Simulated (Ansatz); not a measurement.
The same hydrolysis along the group B, Al, Ga, In.

Calculated with Ansatz (gas phase, PBE0-D4/def2-TZVP geometries, no zero-point term in ΔE). CCSD(T)/CBS is the MP2 limit (def2-TZVPP, def2-QZVPP) plus CCSD(T) − MP2 in def2-TZVPP, frozen cores. This one scheme is used for every species. DFT in def2-TZVPP. Elements past krypton have def2 core potentials. For Ga, In outer-core shells are correlated without core-valence functions, which leaves a few kJ/mol of doubt a bond. Scalar relativity is left out up to krypton. One conformer a species, not always the lowest.

| reaction | CCSD(T)/CBS(def2) (kJ/mol) |
| --- | --- |
| `OB(Cl)Cl` + H₂O → `OB(O)Cl` + HCl | -46 |
| `[OH][Al]([Cl])[Cl]` + H₂O → `[OH][Al]([OH])[Cl]` + HCl | ? |
| `[OH][Ga]([Cl])[Cl]` + H₂O → `[OH][Ga]([OH])[Cl]` + HCl | 57 |
| `[OH][In]([Cl])[Cl]` + H₂O → `[OH][In]([OH])[Cl]` + HCl | 86 |

Question: Fill in the missing values. (Best estimate.)

Answer: Computed: `[OH][Al]([Cl])[Cl]` + H₂O → `[OH][Al]([OH])[Cl]` + HCl: +26.1 kJ/mol.

Largest T1 diagnostic: 0.016, for `[OH][In]([OH])[Cl]`.
